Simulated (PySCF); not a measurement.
Coordinates in bohr (charge 0 multiplicity 1):
```
S     0.0000    0.0000    0.0000
Bi    0.0000    0.0000    4.4104
Bi    0.0000    0.0000   -4.4104
```

Level of theory: PBE0 in PySCF with S def2-TZVP, Bi def2-TZVP with ECP60; scalar-relativistic core potentials, no spin–orbit coupling; density-fitted integrals.

This geometry of Bi₂S is a stationary point at this level.

(1) What is the point group?

(2) Is it a minimum?

(3) List the harmonic modes with their infrared intensities.

(4) Give the ideal-gas entropy at 298.15 K and 1 bar by parts.

Answers

(1) D∞h.

(2) Yes: all harmonic wavenumbers are real.

(3) 
```tsv
symmetry	ω (cm⁻¹)	IR (km/mol, summed over degenerate members)
πu	80	16.1
σg+	149	0.0
σu+	527	46.4
```

(4) translation 185.0, rotation 87.7, vibration 46.3, spin 0.0; total 319.0 J/(mol K).

This need not be the most stable arrangement of these atoms. At this level a singlet minimum of C2v symmetry lies 67 kJ/mol below this structure. No spin–orbit coupling is included, which matters more the heavier the element.
